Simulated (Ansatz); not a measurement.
Geometry optimisation, Ansatz, DFT PBE, scalar-relativistic, plane waves, PAW.

input.yaml

```yaml
crystal:
  lattice:
    - [10.86, 0.0, 0.0]
    - [0.0, 10.86, 0.0]
    - [0.0, 0.0, 10.86]
  atoms:
    - { symbol: Si, position: [0.5, 0.0, 0.0] }
    - { symbol: Sn, position: [0.75, 0.0, 0.25], spin: 1.0 }
    - { symbol: Si, position: [0.75, 0.25, 0.0] }
    - { symbol: Si, position: [0.875, 0.375, 0.125] }
    - { symbol: Si, position: [0.875, 0.125, 0.375] }
    - { symbol: Si, position: [0.0, 0.0, 0.0] }
    - { symbol: Si, position: [0.125, 0.125, 0.125] }
    - { symbol: Si, position: [0.25, 0.25, 0.0] }
    - { symbol: Si, position: [0.375, 0.375, 0.125] }
    - { symbol: Si, position: [0.5, 0.5, 0.0] }
    - { symbol: Si, position: [0.625, 0.625, 0.125] }
    - { symbol: Si, position: [0.75, 0.75, 0.0] }
    - { symbol: Si, position: [0.875, 0.875, 0.125] }
    - { symbol: Si, position: [0.25, 0.0, 0.25] }
    - { symbol: Si, position: [0.375, 0.125, 0.375] }
    - { symbol: Si, position: [0.5, 0.25, 0.25] }
    - { symbol: Si, position: [0.625, 0.375, 0.375] }
    - { symbol: Si, position: [0.75, 0.5, 0.25] }
    - { symbol: Si, position: [0.875, 0.625, 0.375] }
    - { symbol: Si, position: [0.5, 0.0, 0.5] }
    - { symbol: Si, position: [0.625, 0.125, 0.625] }
    - { symbol: Si, position: [0.75, 0.25, 0.5] }
    - { symbol: Si, position: [0.875, 0.375, 0.625] }
    - { symbol: Si, position: [0.75, 0.0, 0.75] }
    - { symbol: Si, position: [0.875, 0.125, 0.875] }
    - { symbol: Si, position: [0.0, 0.5, 0.0] }
    - { symbol: Si, position: [0.125, 0.625, 0.125] }
    - { symbol: Si, position: [0.25, 0.75, 0.0] }
    - { symbol: Si, position: [0.375, 0.875, 0.125] }
    - { symbol: Si, position: [0.0, 0.25, 0.25] }
    - { symbol: Si, position: [0.125, 0.375, 0.375] }
    - { symbol: Si, position: [0.25, 0.5, 0.25] }
    - { symbol: Si, position: [0.375, 0.625, 0.375] }
    - { symbol: Si, position: [0.5, 0.75, 0.25] }
    - { symbol: Si, position: [0.625, 0.875, 0.375] }
    - { symbol: Si, position: [0.0, 0.0, 0.5] }
    - { symbol: Si, position: [0.125, 0.125, 0.625] }
    - { symbol: Si, position: [0.25, 0.25, 0.5] }
    - { symbol: Si, position: [0.375, 0.375, 0.625] }
    - { symbol: Si, position: [0.5, 0.5, 0.5] }
    - { symbol: Si, position: [0.625, 0.625, 0.625] }
    - { symbol: Si, position: [0.75, 0.75, 0.5] }
    - { symbol: Si, position: [0.875, 0.875, 0.625] }
    - { symbol: Si, position: [0.25, 0.0, 0.75] }
    - { symbol: Si, position: [0.375, 0.125, 0.875] }
    - { symbol: Si, position: [0.5, 0.25, 0.75] }
    - { symbol: Si, position: [0.625, 0.375, 0.875] }
    - { symbol: Si, position: [0.75, 0.5, 0.75] }
    - { symbol: Si, position: [0.875, 0.625, 0.875] }
    - { symbol: Si, position: [0.0, 0.75, 0.25] }
    - { symbol: Si, position: [0.125, 0.875, 0.375] }
    - { symbol: Si, position: [0.0, 0.5, 0.5] }
    - { symbol: Si, position: [0.125, 0.625, 0.625] }
    - { symbol: Si, position: [0.25, 0.75, 0.5] }
    - { symbol: Si, position: [0.375, 0.875, 0.625] }
    - { symbol: Si, position: [0.0, 0.25, 0.75] }
    - { symbol: Si, position: [0.125, 0.375, 0.875] }
    - { symbol: Si, position: [0.25, 0.5, 0.75] }
    - { symbol: Si, position: [0.375, 0.625, 0.875] }
    - { symbol: Si, position: [0.5, 0.75, 0.75] }
    - { symbol: Si, position: [0.625, 0.875, 0.875] }
    - { symbol: Si, position: [0.0, 0.75, 0.75] }
    - { symbol: Si, position: [0.125, 0.875, 0.875] }
magnetization:
  spin_polarized: true
total_charge: 1
basis:
  ecutwfc: 420.0
kpoints:
  mp_grid: { grid: [1, 1, 1] }
hamiltonian:
  xc: pbe
  pseudopotentials: { kind: paw, azcp: { folder: soft_1 } }
scf:
  occupations: { method: gaussian, width: 0.05 }
  lower_state_search: "off"
relax:
  f_tol: 0.03
  max_steps: 60
  adjacent_minimum: "off"
```

Launched with:

```bash
$ ansatz run input.yaml --threads 4 --pin off --max-ram 10240MiB --backend cpu --events-out ev --progress --plain --runs-dir out
```

**Question.** Where does it end, and by what steps?

**Answer.** The forces met the threshold. The force dipped under the threshold on the way, but the program's further checks kept it going. Limits of this set-up: coarse k mesh, charged cell in a uniform background, uncorrected. After 7 steps the energy has fallen by 1.324 eV; Sn2 moved furthest, 1.14 Å. Joined: Si1–Sn2 (3.84 → 2.89 Å), Sn2–Si3 (3.84 → 2.89 Å), Sn2–Si16 (3.84 → 2.89 Å).

| step | energy less start (eV) | largest force component (eV/Å) | accepted |
| --- | --- | --- | --- |
| 0 | 0.0000 | 1.913 | yes |
| 1 | -0.8804 | 0.443 | yes |
| 2 | -1.0352 | 0.282 | yes |
| 3 | -1.1544 | 0.210 | yes |
| 4 | -1.2419 | 0.137 | yes |
| 5 | -1.3049 | 0.099 | yes |
| 6 | -1.3235 | 0.019 | yes |
| 7 | -1.3235 | 0.020 | yes |

```xyz
63
Lattice="10.8600 0.0000 0.0000 0.0000 10.8600 0.0000 0.0000 0.0000 10.8600" Properties=species:S:1:pos:R:3
Si 5.514 -0.082 0.084
Sn 7.487 0.658 2.057
Si 8.227 2.631 0.084
Si 9.537 4.081 1.373
Si 9.442 1.421 4.012
Si 0.030 -0.007 -0.015
Si 1.371 1.347 1.368
Si 2.756 2.687 0.028
Si 4.150 3.995 1.392
Si 5.458 5.389 0.028
Si 6.798 6.774 1.368
Si 8.152 8.115 -0.015
Si 9.442 9.563 1.294
Si 2.721 -0.009 2.724
Si 4.064 1.342 4.107
Si 5.514 2.631 2.797
Si 6.803 4.081 4.107
Si 8.154 5.424 2.724
Si 9.496 6.805 4.066
Si 5.415 -0.007 5.460
Si 6.798 1.347 6.801
Si 8.152 2.730 5.460
Si 9.532 4.079 6.806
Si 8.154 -0.009 8.151
Si 9.537 1.342 9.494
Si 0.028 5.424 -0.010
Si 1.354 6.791 1.368
Si 2.721 8.117 -0.010
Si 4.064 9.468 1.373
Si 0.030 2.730 2.722
Si 1.376 4.079 4.102
Si 2.737 5.408 2.723
Si 4.066 6.769 4.102
Si 5.415 8.115 2.722
Si 6.724 9.563 4.012
Si -0.056 0.011 5.374
Si 1.354 1.347 6.784
Si 2.721 2.725 5.458
Si 4.095 4.050 6.830
Si 5.420 5.424 5.458
Si 6.798 6.791 6.784
Si 8.134 8.201 5.374
Si 9.496 9.509 6.770
Si 2.737 -0.008 8.167
Si 4.150 1.323 9.580
Si 5.458 2.687 8.186
Si 6.822 3.995 9.580
Si 8.153 5.408 8.167
Si 9.532 6.769 9.496
Si -0.056 8.201 2.704
Si 1.340 9.509 4.066
Si -0.001 5.449 5.429
Si 1.367 6.778 6.797
Si 2.696 8.146 5.429
Si 4.066 9.473 6.806
Si 0.028 2.725 8.151
Si 1.400 4.050 9.525
Si 2.727 5.418 8.157
Si 4.095 6.745 9.525
Si 5.420 8.117 8.151
Si 6.803 9.468 9.494
Si -0.001 8.146 8.126
Si 1.376 9.473 9.496
```

Time of the run: 58 s on 4 threads of Arm Neoverse V2 (shared host), peak memory 1.7 GiB.
